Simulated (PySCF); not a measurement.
C2H8ClNSi2, SMILES [Si@@H](C)(Cl)/C=N/[SiH3]. Heavy atoms are numbered as in [CH3:1][Si@H:2]([Cl:3])/[CH:4]=[N:5]/[SiH3:6]. Hydrogens are named by the atom that carries them.

The structure is a stationary point at ωB97X-D3(BJ)/def2-SVP. The structure was generated by enumeration; whether it is a known compound was not checked. The values are those of a single conformer.

These are B3LYP/pcSseg-1 (PySCF) values and carry that method's errors.

GIAO shieldings, no solvent; atoms alike by connectivity are averaged. δ = σ(ref) − σ: ¹³C against TMS (σ = 181.3 ppm); ²⁹Si against TMS (σ = 338.7 ppm); ³⁵Cl against HCl (σ = 933.3 ppm); ¹⁵N against NH3 (σ = 265.5 ppm); ¹H against TMS (σ = 31.68 ppm), references at their B3LYP-D3(BJ)/def2-TZVP geometries, non-relativistic (without spin–orbit terms, shifts of atoms bonded to Cl or Br come out too high).

| nucleus | atoms | count | δ (ppm) |
|---|---|---|---|
| ¹³C | C4 (CH) | 1 | 216.2 |
| ¹³C | C1 (CH3) | 1 | 1.2 |
| ²⁹Si | Si2 (SiH) | 1 | -9.2 |
| ²⁹Si | Si6 (SiH3) | 1 | -39.5 |
| ³⁵Cl | Cl3 | 1 | -26.1 |
| ¹⁵N | N5 | 1 | 481.6 |
| ¹H | H on C4 | 1 | 10.23 |
| ¹H | H on Si2 | 1 | 5.18 |
| ¹H | H on Si6 | 3 | 5.02 |
| ¹H | H on C1 | 3 | 0.84 |
